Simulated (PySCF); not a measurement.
disilane (H₆Si₂), singlet, geometry from GFN2-xTB, with bond 8-2 at 2.0 times its length; PBE0/cc-pVDZ in PySCF.

The PySCF input:
```python
from pyscf import gto, scf, dft

mol = gto.M(
    atom='''
Si    0.01521338   -0.00610543    1.15250795
Si   -0.01521338    0.00610543   -1.15250795
H     0.04345603    1.34492936    1.72063452
H    -1.16031370   -0.66812016    1.72586040
H     1.18472289   -0.70404486    1.69471504
H    -0.01416071   -1.34506118   -1.72102192
H    -1.19948647    0.67873842   -1.69465422
H     2.30677732    1.38101139   -2.29855969
''',
    basis='cc-pvdz',
    verbose=4,
)

mf = dft.RKS(mol)
mf.xc = 'pbe0'
mf.init_guess = 'mod_huckel'
mf.kernel()
```

### Question
Write the output that PySCF gives for this input, abridged.

### Answer

```
PySCF version 2.14.0

[INPUT] verbose = 4
[INPUT] num. atoms = 8
[INPUT] num. electrons = 34
[INPUT] charge = 0
[INPUT] spin (= nelec alpha-beta = 2S) = 0
[INPUT] symmetry False subgroup None
[INPUT] Mole.unit = angstrom
[INPUT] Symbol           X                Y                Z      unit          X                Y                Z       unit  Magmom
[INPUT]  1 Si     0.015213380000  -0.006105430000   1.152507950000 AA    0.028749121629  -0.011537590573   2.177924381884 Bohr   0.0
[INPUT]  2 Si    -0.015213380000   0.006105430000  -1.152507950000 AA   -0.028749121629   0.011537590573  -2.177924381884 Bohr   0.0
[INPUT]  3 H      0.043456030000   1.344929360000   1.720634520000 AA    0.082119995161   2.541548147287   3.251528003272 Bohr   0.0
[INPUT]  4 H     -1.160313700000  -0.668120160000   1.725860400000 AA   -2.192675111581  -1.262564120701   3.261403485232 Bohr   0.0
[INPUT]  5 H      1.184722890000  -0.704044860000   1.694715040000 AA    2.238801795603  -1.330451964808   3.202547284781 Bohr   0.0
[INPUT]  6 H     -0.014160710000  -1.345061180000  -1.721021920000 AA   -0.026759863629  -2.541797250984  -3.252260083173 Bohr   0.0
[INPUT]  7 H     -1.199486470000   0.678738420000  -1.694654220000 AA   -2.266700918421   1.282629724020  -3.202432351638 Bohr   0.0
[INPUT]  8 H      2.306777320000   1.381011390000  -2.298559690000 AA    4.359177365158   2.609733302005  -4.343648295065 Bohr   0.0

nuclear repulsion = 88.5012777108737
number of shells = 28
number of NR pGTOs = 124
number of NR cGTOs = 66
basis = cc-pvdz
ecp = {}

******** <class 'pyscf.dft.rks.RKS'> ********
method = RKS
initial guess = mod_huckel
damping factor = 0
level_shift factor = 0
DIIS = <class 'pyscf.scf.diis.CDIIS'>
diis_start_cycle = 1
diis_space = 8
diis_damp = 0
SCF conv_tol = 1e-09
SCF conv_tol_grad = None
SCF max_cycles = 50
direct_scf = True
direct_scf_tol = 1e-13
XC library pyscf.dft.libxc version 7.1.2
    S. Lehtola, C. Steigemann, M. J. T. Oliveira, and M. A. L. Marques,  SoftwareX 7, 1–5 (2018)
XC functionals = pbe0
    C. Adamo and V. Barone,  J. Chem. Phys. 110, 6158 (1999)
    M. Ernzerhof and G. E. Scuseria,  J. Chem. Phys. 110, 5029 (1999)
radial grids:
    Treutler-Ahlrichs [JCP 102, 346 (1995); DOI:10.1063/1.469408] (M4) radial grids

becke partition: Becke, JCP 88, 2547 (1988); DOI:10.1063/1.454033
pruning grids: <function nwchem_prune>
grids dens level: 3
symmetrized grids: False
atomic radii adjust function: <function treutler_atomic_radii_adjust>
small_rho_cutoff = 0
Set gradient conv threshold to 3.16228e-05
Initial guess from on-the-fly Huckel, doi:10.1021/acs.jctc.8b01089,
employing the updated GWH rule from doi:10.1021/ja00480a005.
Spherically averaged atomic HF for {'H', 'Si'}

******** <class 'pyscf.scf.atom_hf.AtomSphAverageRHF'> ********
method = AtomSphAverageRHF
initial guess = minao
damping factor = 0
level_shift factor = 0
DIIS = <class 'pyscf.scf.diis.CDIIS'>
diis_start_cycle = 1
diis_space = 8
diis_damp = 0
SCF conv_tol = 1e-09
SCF conv_tol_grad = None
SCF max_cycles = 50
direct_scf = True
direct_scf_tol = 1e-13
atom = Si
Set gradient conv threshold to 3.16228e-05
Initial guess from minao.
init E= -288.594779491576
cycle= 1 E= -288.621800137071  delta_E= -0.027  |g|=    0  |ddm|= 0.362
cycle= 2 E= -288.622455842216  delta_E= -0.000656  |g|=    0  |ddm|= 0.0898
cycle= 3 E= -288.622478263966  delta_E= -2.24e-05  |g|=    0  |ddm|= 0.00941
cycle= 4 E= -288.622478985369  delta_E= -7.21e-07  |g|=    0  |ddm|= 0.00447
cycle= 5 E= -288.622478985872  delta_E= -5.03e-10  |g|=    0  |ddm|= 7.64e-05
Extra cycle  E= -288.622478985872  delta_E= -1.71e-13  |g|=    0  |ddm|= 2.22e-06
Atomic HF for atom  Si  converged. SCF energy = -288.622478985872

******** 1 electron system ********
Atomic HF for atom  H  converged. SCF energy = -0.499278403419583

  HOMO = -0.244517501406642  LUMO = -0.0503345231332735  gap/eV = 5.28399
tot grids = 97208
init E= -581.36468264385
  HOMO = -0.40255547935957  LUMO = -0.236543878266534  gap/eV = 4.51741
cycle= 1 E= -581.325703197778  delta_E= 0.039  |g|= 1.12  |ddm|=  2.8
  HOMO = -0.0136321815873015  LUMO = 0.0466650856937103  gap/eV = 1.64077
cycle= 2 E= -580.984647346368  delta_E= 0.341  |g|= 1.33  |ddm|= 3.26
  HOMO = -0.180539353653536  LUMO = -0.0980242455832609  gap/eV = 2.24535
cycle= 3 E= -582.150011292707  delta_E= -1.17  |g|= 0.174  |ddm|= 2.42
  HOMO = -0.283054000732984  LUMO = -0.148321565173111  gap/eV = 3.66626
cycle= 4 E= -582.145688717418  delta_E= 0.00432  |g|= 0.178  |ddm|= 0.59
  HOMO = -0.250558358920476  LUMO = -0.127873561812241  gap/eV = 3.33842
cycle= 5 E= -582.168959385372  delta_E= -0.0233  |g|= 0.0638  |ddm|= 0.366
  HOMO = -0.252850462027179  LUMO = -0.125295394709036  gap/eV = 3.47095
cycle= 6 E= -582.170757327328  delta_E= -0.0018  |g|= 0.0309  |ddm|= 0.135
  HOMO = -0.25044460376497  LUMO = -0.123516240669628  gap/eV = 3.45390
cycle= 7 E= -582.171480760144  delta_E= -0.000723  |g|= 0.00474  |ddm|= 0.0436
  HOMO = -0.250216895541811  LUMO = -0.123264929059581  gap/eV = 3.45454
cycle= 8 E= -582.171497291932  delta_E= -1.65e-05  |g|= 0.000689  |ddm|= 0.00717
  HOMO = -0.250236267239424  LUMO = -0.123280795074473  gap/eV = 3.45463
cycle= 9 E= -582.171497562749  delta_E= -2.71e-07  |g|= 0.000184  |ddm|= 0.00132
  HOMO = -0.250233616839796  LUMO = -0.123280511959248  gap/eV = 3.45457
cycle= 10 E= -582.17149758362  delta_E= -2.09e-08  |g|= 4.61e-05  |ddm|= 0.000232
  HOMO = -0.25024120958832  LUMO = -0.123284562291322  gap/eV = 3.45467
cycle= 11 E= -582.171497585414  delta_E= -1.79e-09  |g|= 2.5e-06  |ddm|= 8.05e-05
  HOMO = -0.250242174302939  LUMO = -0.12328533383031  gap/eV = 3.45467
cycle= 12 E= -582.171497585418  delta_E= -3.07e-12  |g|= 8.92e-07  |ddm|= 6.79e-06
  HOMO = -0.250241710004302  LUMO = -0.123284974469831  gap/eV = 3.45467
Extra cycle  E= -582.171497585416  delta_E= 1.48e-12  |g|= 1.58e-06  |ddm|= 4.12e-06
converged SCF energy = -582.171497585416
```
